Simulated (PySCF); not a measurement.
**As²⁰⁺ (arsenic, charge +20) across methods**

[Ne] 3s2 3p1, 2P determinant. Calculation: PySCF 2.14, in an uncontracted even-tempered set (18 s from 1.7 bohr⁻², ratio 2.5; 12 p from 2.2 bohr⁻², ratio 2.5; 5 d from 10 bohr⁻², ratio 2.7; 4 f from 16 bohr⁻², ratio 2.7); the spin-free X2C one-electron Hamiltonian (Gaussian nucleus). The B2PLYP total includes its PT2 part (frozen core); its orbital energies are those of the SCF part.

```json
{"method": "r2SCAN", "E (hartree)": "-2026.713", "mean ε 3s α (eV)": "-849.45", "mean ε 3s β (eV)": "-843.45", "mean ε 3p α (eV)": "-794.64", "Σ⟨r²⟩ (bohr²)": "1.178", "⟨S²⟩": "0.752"}
{"method": "LDA", "E (hartree)": "-2023.200", "mean ε 3s α (eV)": "-847.47", "mean ε 3s β (eV)": "-842.91", "mean ε 3p α (eV)": "-792.46", "Σ⟨r²⟩ (bohr²)": "1.177", "⟨S²⟩": "0.750"}
{"method": "UHF", "E (hartree)": "-2026.16378", "mean ε 3s α (eV)": "-869.76", "mean ε 3s β (eV)": "-858.97", "mean ε 3p α (eV)": "-814.01", "Σ⟨r²⟩ (bohr²)": "1.178", "⟨S²⟩": "0.752"}
{"method": "B2PLYP", "E (hartree)": "-2026.810", "mean ε 3s α (eV)": "-859.90", "mean ε 3s β (eV)": "-851.89", "mean ε 3p α (eV)": "-804.67", "Σ⟨r²⟩ (bohr²)": "1.178", "⟨S²⟩": "0.751"}
{"method": "PBE", "E (hartree)": "-2026.493", "mean ε 3s α (eV)": "-848.01", "mean ε 3s β (eV)": "-843.06", "mean ε 3p α (eV)": "-793.26", "Σ⟨r²⟩ (bohr²)": "1.176", "⟨S²⟩": "0.751"}
{"method": "PBE0", "E (hartree)": "-2026.542", "mean ε 3s α (eV)": "-853.76", "mean ε 3s β (eV)": "-847.45", "mean ε 3p α (eV)": "-798.71", "Σ⟨r²⟩ (bohr²)": "1.177", "⟨S²⟩": "0.751"}
{"method": "TPSSh", "E (hartree)": "-2026.834", "mean ε 3s α (eV)": "-851.12", "mean ε 3s β (eV)": "-844.96", "mean ε 3p α (eV)": "-796.11", "Σ⟨r²⟩ (bohr²)": "1.177", "⟨S²⟩": "0.751"}
```

Spin-orbit coupling, absent here, splits the open shell strongly.
